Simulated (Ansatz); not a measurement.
Reaction (ligand exchange at the Si–N bond): `O[Si@@H](F)N[Si@@H](O)F` + `S[SiH2]Cl` → `O[SiH](F)S[SiH2]Cl` + `N[SiH](O)F`

Gas-phase electronic energies from Ansatz, PBE0-D4/def2-TZVP geometries. CCSD(T)/CBS adds triple-zeta CCSD(T) − MP2 to the extrapolated MP2 energy (def2 sets, frozen cores). This one scheme is used for every species. DFT in def2-TZVPP. One conformer a species, not always the lowest.

`O[Si@@H](F)N[Si@@H](O)F`:

Cartesian coordinates in Å:
```
O -0.023 0.761 -2.144
Si -1.254 0.202 -1.246
F -1.915 -1.112 -1.860
N -0.675 -0.204 0.316
Si 0.861 0.079 0.991
O 1.002 -0.963 2.233
F 1.960 -0.206 -0.141
H 0.826 0.315 -2.086
H -2.307 1.229 -1.264
H -1.290 -0.755 0.899
H 1.131 1.466 1.415
H 1.685 -0.811 2.886
```

`S[SiH2]Cl`:

Cartesian coordinates in Å:
```
S -1.630 0.445 0.226
Si 0.412 0.143 -0.258
Cl 0.823 -1.788 -0.823
H -1.572 -0.273 1.361
H 1.284 0.438 0.899
H 0.683 1.035 -1.405
```

`O[SiH](F)S[SiH2]Cl`:

```xyz
10

O     0.568    1.674   -2.147
Si    0.437    0.346   -1.223
F     1.728    0.137   -0.313
S    -1.240    0.576    0.071
Si   -0.684   -0.746    1.645
Cl   -0.325   -2.641    0.944
H     0.498    2.538   -1.736
H     0.332   -0.803   -2.130
H    -1.851   -0.788    2.551
H     0.537   -0.293    2.339
```

`N[SiH](O)F`:

Cartesian coordinates in Å:
```
N -0.053 -0.666 0.981
Si 0.012 -0.024 -0.592
O -0.285 1.577 -0.573
F 1.486 -0.368 -1.098
H 0.474 -1.490 1.219
H -0.870 -0.563 1.558
H -0.922 -0.561 -1.598
H 0.158 2.094 0.103
```

```
 level  ΔE (kJ/mol)
r2SCAN         11.2
  PBE0          9.2
```

(1) What does CCSD(T)/CBS give? (Estimate.)

Largest T1 diagnostic among the species: 0.012.

Results:

(1) Computed: +13.4 kJ/mol. The listed levels differ from it by -2.2, -4.2 kJ/mol.

From PBE to PBE0 (25 % exact exchange), in def2-TZVPP and without D4, ΔE moves by +3.1 kJ/mol. The D4 term adds −3.6 kJ/mol with B3LYP and −1.9 kJ/mol with PBE0; it sums over pairs of atoms, weighted by their polarisabilities, and B3LYP, whose exchange is more repulsive, gets the larger term. In def2-TZVPP, CCSD(T) changes the Hartree–Fock value by −7.2 kJ/mol (the triples alone add −2.4 kJ/mol) and MP2 by −12.3 kJ/mol.

B3LYP here is the variant with VWN-RPA as its local correlation; programs differ in this.
